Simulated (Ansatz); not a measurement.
BH7O4Si, 13 atoms. Charge 0, multiplicity 1. The bonds changed during the relaxation, so this is another structure than the one it started from. All runs use 4 threads of an Arm Neoverse V2 on a shared host. Correlated methods freeze the cores.

Give the basis size and wall time and peak host memory of each of these runs in Ansatz. RKS BLYP-D4/def2-TZVPP energy; RKS PBE0-D4/def2-TZVP relaxation (34 steps); RKS ωB97M-V/def2-QZVPP energy; RKS PBE0-D4/def2-TZVP frequencies; RHF-CCSD(T)/def2-TZVPP energy; RKS CAM-B3LYP-D4/def2-TZVPP energy; RKS ωB97M-V/def2-SVP energy; RHF-CCSD(T)/def2-SVP energy; RKS PBE-D4/def2-TZVPP energy and forces; RKS PBE0-D4/def2-QZVPP energy; RKS PBE0-D4/def2-SVP energy; direct RPA on PBE orbitals/def2-TZVPP energy. (Estimate.)

Ansatz gave: Other jobs shared the machine, so times are rough.

```json
{"level": "RKS PBE0-D4/def2-SVP", "job": "energy", "functions": "123", "wall time": "1.3 s", "peak host memory (GiB)": "0.29"}
{"level": "RKS BLYP-D4/def2-TZVPP", "job": "energy", "functions": "295", "wall time": "2.5 s", "peak host memory (GiB)": "0.4"}
{"level": "RKS PBE-D4/def2-TZVPP", "job": "energy and forces", "functions": "295", "wall time": "3.2 s", "peak host memory (GiB)": "0.4"}
{"level": "RKS CAM-B3LYP-D4/def2-TZVPP", "job": "energy", "functions": "295", "wall time": "4.4 s", "peak host memory (GiB)": "0.9"}
{"level": "RKS ωB97M-V/def2-SVP", "job": "energy", "functions": "123", "wall time": "5.5 s", "peak host memory (GiB)": "0.4"}
{"level": "direct RPA on PBE orbitals/def2-TZVPP", "job": "energy", "functions": "295", "wall time": "8 s", "peak host memory (GiB)": "0.84"}
{"level": "RKS PBE0-D4/def2-QZVPP", "job": "energy", "functions": "565", "wall time": "12 s", "peak host memory (GiB)": "2.3"}
{"level": "RHF-CCSD(T)/def2-SVP", "job": "energy", "functions": "123", "wall time": "14 s", "peak host memory (GiB)": "0.77"}
{"level": "RKS ωB97M-V/def2-QZVPP", "job": "energy", "functions": "565", "wall time": "25 s", "peak host memory (GiB)": "2.7"}
{"level": "RKS PBE0-D4/def2-TZVP", "job": "relaxation (34 steps)", "functions": "234", "wall time": "2.2 min", "peak host memory (GiB)": "0.65"}
{"level": "RKS PBE0-D4/def2-TZVP", "job": "frequencies", "functions": "234", "wall time": "3.8 min", "peak host memory (GiB)": "0.64"}
{"level": "RHF-CCSD(T)/def2-TZVPP", "job": "energy", "functions": "295", "wall time": "8.4 min", "peak host memory (GiB)": "9.9"}
```
